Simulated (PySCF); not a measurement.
IPb (SMILES [I][Pb]), doublet, geometry from GFN2-xTB (such geometries of metal compounds can be far from the true shape) (the spin is typed, not shown lowest) (core potentials on I, Pb). Base run: B3LYP/def2-SV(P) run with PySCF.

Input for PySCF:
```python
from pyscf import gto, scf, dft

mol = gto.M(
    atom='''
Pb   -0.00000000   -0.00000000   -1.09402383
I     0.00000000    0.00000000    1.69264065
''',
    basis='def2-sv(p)',
    ecp={'I': 'def2-sv(p)', 'Pb': 'def2-sv(p)'},
    spin=1,
    verbose=4,
)

mf = dft.UKS(mol)
mf.xc = 'b3lyp'
mf.kernel()
mf.analyze()
```

The base run was repeated with changes; each row names its change, and settings that it needs were set with it.

| change | ΔE vs base (mEh) | SCF cycles | <S^2> | outcome |
|---|---|---|---|---|
| base | 0.000 | 12 | 0.752 | converged |
| init_guess = huckel | 0.000 | 11 | 0.752 | converged |
| level_shift = 0.5 (with mf.max_cycle = 100) | 0.000 | 25 | 0.752 | converged |
| init_guess = sap | 0.000 | 14 | 0.752 | converged |
| solver = newton | 76.790 | - | 0.751 | another SCF solution |
| init_guess = mod_huckel | 0.000 | 10 | 0.752 | converged |
| conv_tol_grad = 1e-3 | 0.000 | 12 | 0.752 | converged |
| conv_tol_grad = 1e-7 | 0.000 | 15 | 0.752 | converged |
| level_shift = 1.0 (with mf.max_cycle = 100) | 0.000 | 52 | 0.752 | converged |
| diis_space = 12 | 0.000 | 12 | 0.752 | converged |
| init_guess = atom | 0.000 | 10 | 0.752 | converged |
| diis_space = 2 | 0.000 | 27 | 0.752 | converged |
| init_guess = 1e | 0.000 | 15 | 0.752 | converged |

A guess, shift, damping, solver or small numerical setting can't move a converged solution much, so rows marked as another SCF solution ended in a different state.

Open shells are given as the SCF converged; they aren't shown to be the lowest states, and a large step between rows can be another state.
